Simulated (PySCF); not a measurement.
Compound: C9H7NS.
Bonds: C1–C2 (aromatic), C2–C3 (aromatic), C3–C4 (aromatic), C4–C5, C5–C6 (aromatic), C6–C7 (aromatic), C7–C8 (aromatic), C8–S9 (aromatic), C4–N10 (aromatic), N10–C11 (aromatic), C1–C11 (aromatic), C5–S9 (aromatic). Hydrogens: H12 on C1; H13 on C2; H14 on C3; H15 on C6; H16 on C7; H17 on C8; H18 on C11.

The same species was optimised twice, with GFN2-xTB and with PBE0-D3(BJ)/def2-SVP (PySCF), and the same property calculations (PySCF, gas phase) were run on both structures.

| coordinate | GFN2-xTB | PBE0-D3(BJ)/def2-SVP | change |
| --- | --- | --- | --- |
| C4–C5 (Å) | 1.446 | 1.464 | +0.018 |
| C7–C8 (Å) | 1.359 | 1.372 | +0.013 |
| C6–C7 (Å) | 1.407 | 1.418 | +0.011 |
| N10–C11 (Å) | 1.317 | 1.326 | +0.009 |
| C5–C6 (Å) | 1.369 | 1.377 | +0.008 |
| C1–C11 (Å) | 1.387 | 1.395 | +0.008 |
| C2–C3 (Å) | 1.381 | 1.389 | +0.008 |
| C3–C4 (Å) | 1.399 | 1.405 | +0.006 |
| C5–S9 (Å) | 1.738 | 1.732 | -0.006 |
| C1–C2 (Å) | 1.387 | 1.393 | +0.006 |
| C4–N10 (Å) | 1.335 | 1.339 | +0.004 |
| C8–S9 (Å) | 1.716 | 1.715 | -0.001 |
| C5–S9–C8 (°) | 91.2 | 92.0 | +0.8 |
| C7–C8–S9 (°) | 112.3 | 111.8 | -0.5 |
| C4–C5–S9 (°) | 122.3 | 122.7 | +0.4 |
| C4–C5–C6 (°) | 126.9 | 126.5 | -0.4 |
| C5–C6–C7 (°) | 113.1 | 113.0 | -0.1 |
| C3–C4–N10 (°) | 122.0 | 121.8 | -0.2 |
| C2–C3–C4 (°) | 118.8 | 119.0 | +0.2 |
| C5–C4–N10 (°) | 115.9 | 116.1 | +0.2 |
| C3–C4–C5–C6 (°) | 180 | 180 | 0 |

Rotational constants: A = 2838, B = 632.7, C = 517.4 MHz (GFN2-xTB) against A = 2827, B = 623.0, C = 510.5 MHz (PBE0-D3(BJ)/def2-SVP). Point groups within 0.08 Å: Cs and Cs.

On the GFN2-xTB structure: HOMO (eV) -6.40 [PBE0/pcSseg-1]; LUMO (eV) -1.50 [PBE0/pcSseg-1]; dipole (D) 1.19 [PBE0/pcSseg-1]; GIAO shielding of C1 (ppm) 61.2 [PBE0/pcSseg-1]; GIAO shielding of C2 (ppm) 44.4 [PBE0/pcSseg-1]; GIAO shielding of C3 (ppm) 63.4 [PBE0/pcSseg-1]; GIAO shielding of C4 (ppm) 29.6 [PBE0/pcSseg-1]; GIAO shielding of C5 (ppm) 33.4 [PBE0/pcSseg-1]; GIAO shielding of C6 (ppm) 53.1 [PBE0/pcSseg-1]; GIAO shielding of C7 (ppm) 54.0 [PBE0/pcSseg-1]; GIAO shielding of C8 (ppm) 52.2 [PBE0/pcSseg-1].

Q: What do these properties become on the PBE0-D3(BJ)/def2-SVP structure?

A: 
```json
{"property": "HOMO (eV)", "level": "PBE0/pcSseg-1", "on GFN2-xTB": "-6.40", "on PBE0-D3(BJ)/def2-SVP": "-6.42", "change": "-0.02"}
{"property": "LUMO (eV)", "level": "PBE0/pcSseg-1", "on GFN2-xTB": "-1.50", "on PBE0-D3(BJ)/def2-SVP": "-1.51", "change": "-0.01"}
{"property": "dipole (D)", "level": "PBE0/pcSseg-1", "on GFN2-xTB": "1.19", "on PBE0-D3(BJ)/def2-SVP": "1.24", "change": "+0.05"}
{"property": "energy, GFN2-xTB geometry as zero (kcal/mol)", "level": "PBE0/pcSseg-1", "on GFN2-xTB": "0.0", "on PBE0-D3(BJ)/def2-SVP": "-0.4", "change": "-0.4"}
{"property": "GIAO shielding of C1 (ppm)", "level": "PBE0/pcSseg-1", "on GFN2-xTB": "61.2", "on PBE0-D3(BJ)/def2-SVP": "58.5", "change": "-2.7"}
{"property": "GIAO shielding of C2 (ppm)", "level": "PBE0/pcSseg-1", "on GFN2-xTB": "44.4", "on PBE0-D3(BJ)/def2-SVP": "42.4", "change": "-2.0"}
{"property": "GIAO shielding of C3 (ppm)", "level": "PBE0/pcSseg-1", "on GFN2-xTB": "63.4", "on PBE0-D3(BJ)/def2-SVP": "61.5", "change": "-1.9"}
{"property": "GIAO shielding of C4 (ppm)", "level": "PBE0/pcSseg-1", "on GFN2-xTB": "29.6", "on PBE0-D3(BJ)/def2-SVP": "27.9", "change": "-1.7"}
{"property": "GIAO shielding of C5 (ppm)", "level": "PBE0/pcSseg-1", "on GFN2-xTB": "33.4", "on PBE0-D3(BJ)/def2-SVP": "33.2", "change": "-0.2"}
{"property": "GIAO shielding of C6 (ppm)", "level": "PBE0/pcSseg-1", "on GFN2-xTB": "53.1", "on PBE0-D3(BJ)/def2-SVP": "50.9", "change": "-2.2"}
{"property": "GIAO shielding of C7 (ppm)", "level": "PBE0/pcSseg-1", "on GFN2-xTB": "54.0", "on PBE0-D3(BJ)/def2-SVP": "51.3", "change": "-2.7"}
{"property": "GIAO shielding of C8 (ppm)", "level": "PBE0/pcSseg-1", "on GFN2-xTB": "52.2", "on PBE0-D3(BJ)/def2-SVP": "50.8", "change": "-1.4"}
```

The heavy atoms differ by 0.018 Å rms after alignment. Among bonds between heavy atoms C4–C5 changes most (+0.018 Å). Changes are differences of the printed values. Neither structure is proved a minimum here.

Shape of the structure used: `[cH:1]1[cH:2][cH:3][c:4](-[c:5]2[cH:6][cH:7][cH:8][s:9]2)[n:10][cH:11]1`: C3–C4–C5–C6 180°.
